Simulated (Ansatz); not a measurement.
C₂H₅OS, SMILES [CH2]S(C)=O, multiplicity 2.

Geometry: PBE-D3(BJ)/def2-SVP. The isomer is the one that the SMILES or the coordinates give; other isomers of the formula were not compared.

Two levels are set side by side: PBE/def2-SVPD (Ansatz, a program for electronic structure) and CAM-B3LYP/def2-SVPD (Ansatz). Energy differences of separate SCF runs at the same geometry; the states with an electron removed or added have multiplicity 1 and 1. Differences are taken from unrounded values.

```
quantity                         CAM-B3LYP
-------------------------------  ---------
vertical ionisation energy (eV)       8.84
vertical electron affinity (eV)       1.03
```

Q: What does PBE give, and how far is it from CAM-B3LYP? (The exact figures need the calculation; the answer reports its results.)

A: 
```tsv
quantity	PBE	PBE minus CAM-B3LYP
vertical ionisation energy (eV)	8.31	-0.52
vertical electron affinity (eV)	0.98	-0.05
```
